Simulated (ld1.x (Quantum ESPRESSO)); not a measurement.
## What one change does to a pseudopotential (N (Z = 7), ultrasoft)

ld1.x (Quantum ESPRESSO) 7.5 input, shortened:

```
&input
   title='N', zed=7., rel=1, dft='PBESOL', iswitch=3,
   config='[He] 2s2 2p2'
 /
 &inputp
   pseudotype=3, tm=.true., lloc=-1, rcloc=1.00,
   nlcc=.false.,
   which_augfun='PSQ', rmatch_augfun=0.60
 /
4
2S  1  0   2.00   0.00  0.75  0.90  0.0
2S  1  0   0.00   2.45  0.75  0.90  0.0
2P  2  1   2.00   0.00  1.45  1.55  0.0
2P  2  1   0.00   0.45  1.45  1.55  0.0
 &test
   configts(1)='2s2 2p2'
 /
```

Change: core correction a·sin(br)/r model core inside 0.60 bohr.

Cutoffs: the cutoffs (Ry, on a coarse ladder) from which the occupation-weighted sum of valence levels, in a spherical-Bessel basis at the reference potential, stays within 10 and 1 mRy of its value at 400 Ry; they do not see the model core or the augmentation charge, which bear on the density cutoff. Errors are all-electron minus pseudo energies relative to the spin-unpolarised reference configuration.

Q: Predict the effect on cutoff, ghosts and configuration errors.

A: The potential gets neither clearly harder nor softer (35 Ry and 50 Ry → 35 Ry and 50 Ry); of the 7 tests that both files solve, the error grows in 0 and shrinks in 7 by more than 15 % and 0.3 meV (median size 33.0 → 7.7 meV); neither file shows a bound ghost. Exchange and correlation are not linear in the density, so unscreening with the valence charge alone errs where core and valence overlap; a model core restores that term. A model core, the more so a compact one, raises the density cutoff, which this test does not measure.

| quantity | base | changed |
| --- | --- | --- |
| cutoff, loose | 35 Ry | 35 Ry |
| cutoff, tight | 50 Ry | 50 Ry |
| bound ghosts | none | none |
| error for 2s2 2p3, meV [ΔE -13.52 eV] | +7.7 | +2.9 |
| error for 2s2 2p1, meV [ΔE 28.74 eV] | +33 | +7.7 |
| error for 2s2 2p0, meV [ΔE 75.62 eV] | +325 | +78 |
| error for 2s1 2p0, meV [ΔE 153.14 eV] | +435 | +63 |
| error for 2s2 2p3.3, meV [ΔE -15.12 eV] | +10 | +3.9 |
| error for 2s2 2p2.5, meV [ΔE -8.46 eV] | +3.0 | +1.1 |
| error for 2s0 2p5, meV [ΔE 9.37 eV] | +196 | +124 |
| s: phases at 1.71 bohr within 0.05 rad from the reference energy up to (Ry; the scan ends near 5) | to the end of the scan | to the end of the scan |
| p: phases at 1.71 bohr within 0.05 rad from the reference energy up to (Ry; the scan ends near 5) | to the end of the scan | to the end of the scan |
| lowest overlap eigenvalue by channel | s 0.53, p 1.00 | s 0.53, p 1.00 |
